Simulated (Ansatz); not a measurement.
Two isomers of H7OPSi2: A = `O[SiH2]P[SiH3]`, B = `OP([SiH3])[SiH3]`.

Gas-phase electronic energies from Ansatz, PBE0-D4/def2-TZVP geometries. CBS: MP2 limit from def2 TZ/QZ plus the TZ coupled-cluster correction, frozen cores. DFT in def2-TZVPP. One conformer a species, not always the lowest.

A:

Z-matrix (Å, degrees):
```
Si
P 1 2.246
O 1 1.649 2 116.3
H 1 1.481 2 107.6 3 -117.3
H 1 1.489 2 106.2 3 124.5
Si 2 2.251 1 96.7 3 31.9
H 2 1.422 1 95.2 3 -64.3
H 3 0.958 1 117.9 2 57.3
H 6 1.485 2 107.7 1 62.8
H 6 1.486 2 113.7 1 -58.5
H 6 1.486 2 108.6 1 -179.2
```

B:

```xyz
11

O    -1.137    0.273    1.667
P    -0.468   -0.848    0.611
Si   -1.102    0.054   -1.356
Si    1.657   -0.093    0.547
H    -1.627   -0.194    2.349
H    -2.564   -0.149   -1.532
H    -0.368   -0.682   -2.421
H    -0.799    1.507   -1.452
H     1.748    1.368    0.284
H     2.315   -0.395    1.846
H     2.344   -0.842   -0.541
```

Problem. Which is lower in electronic energy at CCSD(T)/CBS, and by how much? (Best estimate.)

Solution. Ansatz gave: A, by 130.0 kJ/mol.

Problem. Give E(B) − E(A) in kJ/mol with HF/def2-TZVPP, MP2/def2-TZVPP, r2SCAN-D4, PBE-D4, CCSD/def2-TZVPP, PBE0-D4, B2PLYP. (An estimate is asked.)

Solution. Computed: HF/def2-TZVPP 130.8, MP2/def2-TZVPP 138.6, r2SCAN-D4 128.3, PBE-D4 117.1, CCSD/def2-TZVPP 131.8, PBE0-D4 124.2, B2PLYP 127.7. None reverses the order clearly.

Largest T1 diagnostic: 0.014.

From PBE to PBE0 (25 % exact exchange), in def2-TZVPP and without D4, E(B) − E(A) moves by +7.0 kJ/mol.
